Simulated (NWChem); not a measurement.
Molecule: CdH2O; SMILES [CdH][OH]

```xyz
4

Cd    -0.0040     0.2840     0.0000
H     -0.0464     1.9265     0.0000
O     -0.0696    -1.6816     0.0000
H      0.7948    -2.1058     0.0000
```
Atoms are numbered in this order, from 1.

Structure relaxed at the PBE0/def2-SVP level. No frequency run checked for a minimum. def2 effective core potentials on Cd; no spin-orbit coupling.

Symmetry labels are those of Cs in the frame above (b1 and b2, or b-type labels, depend on it).

Question: List the 4 lowest vertical singlet excitations from CAM-B3LYP/def2-SVPD with def2 effective core potentials on Cd, TDA (NWChem).

Answer: 
| state | energy (eV) | oscillator strength | symmetry | leading excitation (squared amplitude) |
|---|---|---|---|---|
| S1 | 5.81 | 0.032 | a" | HOMO → LUMO (0.83) |
| S2 | 6.42 | 0.005 | a" | HOMO → LUMO+2 (0.83) |
| S3 | 6.44 | 0.025 | a' | HOMO → LUMO+1 (0.49) |
| S4 | 6.83 | 0.033 | a' | HOMO−1 → LUMO+2 (0.80) |
